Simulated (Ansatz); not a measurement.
One change: `BI` becomes `[InH2][I]`.

Ansatz, PBE0-D4/def2-TZVP geometries, multiplicity 1. 

Elements past krypton have def2 core potentials. Outer-core shells of I, In are correlated without core-valence functions. Spin–orbit coupling is left out.

```json
{"property": "HOMO energy (PBE/def2-TZVPP) / eV", "`BI`": "-6.45"}
{"property": "LUMO energy (PBE0/def2-TZVPP) / eV", "`BI`": "-2.21"}
{"property": "HOMO energy (PBE0/def2-TZVPP) / eV", "`BI`": "-7.57"}
{"property": "LUMO energy (ωB97M-V/def2-TZVPP) / eV", "`BI`": "-0.26"}
{"property": "LUMO energy (PBE/def2-TZVPP) / eV", "`BI`": "-3.14"}
{"property": "vertical ionisation energy (CCSD(T)/def2-TZVPP) / eV", "`BI`": "9.94"}
```

(1) Give the same properties after the change, and the shifts. (Best estimate.)

## Answers

(1) The calculation gave: 
| property | `[InH2][I]` | shift |
| --- | --- | --- |
| HOMO energy (PBE/def2-TZVPP) / eV | -6.20 | 0.25 |
| LUMO energy (PBE0/def2-TZVPP) / eV | -2.09 | 0.12 |
| HOMO energy (PBE0/def2-TZVPP) / eV | -7.30 | 0.27 |
| LUMO energy (ωB97M-V/def2-TZVPP) / eV | -0.57 | -0.31 |
| LUMO energy (PBE/def2-TZVPP) / eV | -2.79 | 0.35 |
| vertical ionisation energy (CCSD(T)/def2-TZVPP) / eV | 9.42 | -0.52 |

With PBE0 the HOMO rises by 0.27 eV and the LUMO rises by 0.12 eV, so the gap narrows by about 0.15 eV. PBE moves the HOMO by 0.25 eV and ωB97M-V by 0.31 eV.
